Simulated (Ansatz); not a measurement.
# Redistribution: C2H7ClSi2 + Si(CH3)2(OH)(SiH3) → C2H8OSi2 + Si(CH3)2(SiH3)Cl

Species: C2H7ClSi2 `C=C[SiH2][SiH2]Cl`, singlet; Si(CH3)2(OH)(SiH3), singlet; C2H8OSi2 `C=C[SiH2][SiH2]O`, singlet; Si(CH3)2(SiH3)Cl, singlet. The partners trade Cl for OH; both sit on Si, so the bond types are kept.

Shapes, held fixed at every level: PBE0-D4/def2-TZVP. Flexible molecules stand in one conformer, not always the lowest. Programs: Ansatz 0.2.0. Electronic energies: no zero-point or thermal term.

```json
{"level": "HF/def2-TZVPP", "kind": "Hartree–Fock", "ΔE (kJ/mol)": "+1.7", "less CCSD(T)/CBS estimate": "+0.7"}
{"level": "PBE-D4/def2-TZVPP", "kind": "GGA", "ΔE (kJ/mol)": "+1.3", "less CCSD(T)/CBS estimate": "+0.3"}
{"level": "r2SCAN-D4/def2-TZVPP", "kind": "meta-GGA", "ΔE (kJ/mol)": "+1.5", "less CCSD(T)/CBS estimate": "+0.5"}
{"level": "wB97M-V/def2-TZVPP", "kind": "range-separated hybrid", "ΔE (kJ/mol)": "+1.6", "less CCSD(T)/CBS estimate": "+0.6"}
{"level": "MP2/def2-TZVPP", "kind": "perturbation theory", "ΔE (kJ/mol)": "-0.4", "less CCSD(T)/CBS estimate": "-1.4"}
{"level": "CCSD(T)/def2-TZVPP", "kind": "coupled cluster or CI", "ΔE (kJ/mol)": "+1.4", "less CCSD(T)/CBS estimate": "+0.4"}
{"level": "CCSD(T)/CBS estimate", "kind": "coupled cluster or CI", "ΔE (kJ/mol)": "+1.0", "less CCSD(T)/CBS estimate": "0.0"}
```

The highest level, CCSD(T)/CBS estimate, gives ΔE = +1.0 kJ/mol; the levels span -0.4 to +1.7. That is about zero within the method's error. They disagree on the sign: 6 of 7 are positive. The column of differences is taken from that level and isn't an error. No measured value is set beside it here. The CBS estimate extrapolates MP2 from def2-TZVPP and def2-QZVPP and adds CCSD(T) − MP2 in the triple-zeta set, cores frozen.
